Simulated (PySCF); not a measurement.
SiBr2Cl2, SMILES Cl[Si](Br)(Br)Cl.

Coordinates come from a B3LYP-D3(BJ)/def2-SVP optimisation.

Calculation: PySCF with HF/def2-TZVP.

Symmetry labels are those of the subgroup C2v that the program uses (full group C2v).

Computed valence orbital energies around the gap with their symmetry:
| orbital | symmetry | energy (eV) |
|---|---|---|
| HOMO−7 | A1 | -13.79 |
| HOMO−6 | A2 | -13.79 |
| HOMO−5 | B2 | -13.27 |
| HOMO−4 | B1 | -13.03 |
| HOMO−3 | A1 | -12.65 |
| HOMO−2 | B2 | -12.23 |
| HOMO−1 | A2 | -12.01 |
| HOMO | B1 | -11.79 |
| LUMO | A1 | 2.28 |
| LUMO+1 | B1 | 3.79 |
| LUMO+2 | B2 | 3.82 |
| LUMO+3 | A1 | 3.90 |
